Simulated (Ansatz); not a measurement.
`C[CH2][GeH2][CH3]` + `C[SeH]` → `CC[Se]C` + `[CH3][GeH3]` at 500 K and 1 bar (substitution at a C–Ge bond).

Gas-phase electronic energies from Ansatz, PBE0-D4/def2-TZVP geometries. CCSD(T)/CBS adds triple-zeta CCSD(T) − MP2 to the extrapolated MP2 energy (def2 sets, frozen cores). For Ge, Se outer-core shells are correlated without core-valence functions, which leaves a few kJ/mol of doubt a bond. Scalar relativity is left out up to krypton. One conformer a species, not always the lowest.

| species | CCSD(T)/CBS energy (Eh) | H − E (kJ/mol) | S (J/(mol·K)) |
| --- | --- | --- | --- |
| `C[CH2][GeH2][CH3]` | -2196.29761 | 358.9 | 423.3 |
| `C[SeH]` | -2441.15625 | 142.1 | 299.3 |
| `CC[Se]C` | -2519.67925 | 314.2 | 398.6 |
| `[CH3][GeH3]` | -2117.76728 | 187.1 | 312.2 |

H − E and S are ideal-gas, rigid-rotor, harmonic terms from PBE0-D4/def2-TZVP, for one conformer and one mirror image of each species. 1 Eh = 2625.50 kJ/mol, R = 8.31446 J/(mol·K).

Question: By hand: ΔE, ΔH, ΔS and ΔG.

Answer: ΔE = (-2519.67925) + (-2117.76728) − (-2196.29761) − (-2441.15625) = 0.00733 Eh = 19.2 kJ/mol. Δ(H − E) = 314.2 + 187.1 − 358.9 − 142.1 = 0.3, so ΔH = 19.5 kJ/mol. ΔS = 398.6 + 312.2 − 423.3 − 299.3 = -11.8 J/(mol·K). ΔG = 19.5 − 500 × (-11.8)/1000 = 25.4 kJ/mol.

Question: By hand: the equilibrium constant, and the temperature at which ΔG would vanish if ΔH and ΔS stayed fixed.

Answer: log₁₀ K = −ΔG/(RT ln 10) = -2.7. ΔH and −TΔS have one sign here, so there is no such temperature.

The number of gas molecules stays the same, so ΔS is small and ΔH decides. A doubt of 5 kJ/mol in ΔE shifts log₁₀ K by 0.5 here. Other conformers and mirror images would add mixing entropy, several J/(mol·K) or more a flexible species. These are equilibria of isolated gas molecules and say nothing of rates. Largest T1 diagnostic: 0.010 (customary marks: 0.02 for closed shells, 0.045 for open ones).

ΔS is within the doubt of such terms, so its sign, and with it that verdict, could turn.
